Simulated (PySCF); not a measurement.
C8H6FN.
SMILES with atom numbers: `[CH:1]#[C:2][c:3]1[c:4]([NH2:5])[cH:6][cH:7][cH:8][c:9]1[F:10]`

Structure used (GFN2-xTB), in Å, numbered top down from 1:
```
atom  x, y, z in Å
C1     0.7387    3.0753    0.6520
C2     0.3439    1.9755    0.3742
C3    -0.1061    0.6791    0.0334
C4     0.6667   -0.4570    0.3482
N5     1.8294   -0.3147    1.0588
C6     0.1962   -1.7176   -0.0210
C7    -1.0074   -1.8598   -0.6813
C8    -1.7788   -0.7517   -0.9961
C9    -1.3155    0.4961   -0.6325
F10   -2.0587    1.5810   -0.9409
H11    1.0623    4.0437    0.8915
H12    2.2199    0.6121    1.1099
H13    2.4821   -1.0794    1.0459
H14    0.7904   -2.5869    0.2198
H15   -1.3514   -2.8442   -0.9590
H16   -2.7191   -0.8426   -1.5143
```

Definitions: NICS(0) = −σiso at the ring centroid; NICS(1) = −σiso and NICS(1)zz = −σzz at ±1 Å along the ring normal z. Level: GIAO PBE0/pcSseg-1 (PySCF, non-relativistic, gas phase) on the GFN2-xTB geometry, one conformer.

Ring bond lengths (Å), with Mayer bond orders in brackets: C3–C4 1.410 (1.26), C4–C6 1.395 (1.34), C6–C7 1.380 (1.48), C7–C8 1.386 (1.38), C8–C9 1.380 (1.48), C9–C3 1.393 (1.34).

Question: Give the NICS values of each ring in ppm.

Answer: 
| ring | type | NICS(0) | NICS(1), two faces | NICS(1)zz, two faces | rms pucker (Å) | centre to ring atoms, mean (Å) |
| --- | --- | --- | --- | --- | --- | --- |
| C3–C4–C6–C7–C8–C9 | 6-membered carbocycle; formal bonds all aromatic | -9.3 | -9.5 / -9.7 | -21.1 / -21.3 | 0.00 | 1.39 |

Question: What can be read from them?

Answer: 
- C3–C4–C6–C7–C8–C9: mean NICS(1)zz -21.2 ppm, shielded, aromatic by this magnetic criterion (flat ring, no four-coordinate atom).

Question: How equal are the bonds by HOMA? HOMA = 1 − mean of α(R − Ropt)² over the ring bonds, with Krygowski's 1993 parameters (CC: Ropt 1.388 Å, α 257.7 Å⁻²).

Answer: 
- C3–C4–C6–C7–C8–C9: HOMA 0.97 = 1 − EN − GEO, with mean bond length 1.391 Å, EN = α(Ropt − mean)² = 0.002 and GEO = α × variance = 0.027. The geometric and the magnetic index point the same way.

Question: Give the inner angles of the rings and the Hirshfeld charges of the ring atoms.

Answer: 
- C3–C4–C6–C7–C8–C9: C3 118.5° (-0.041 e), C4 119.0° (+0.065 e), C6 120.9° (-0.083 e), C7 120.8° (-0.039 e), C8 118.4° (-0.090 e), C9 122.4° (+0.096 e); sum 720.0° against 720° for a flat convex ring.

Time: 33 s of wall time. Hardware: Arm Neoverse V2, one thread, shared host. This is the whole shielding run at PBE0/pcSseg-1, SCF included.
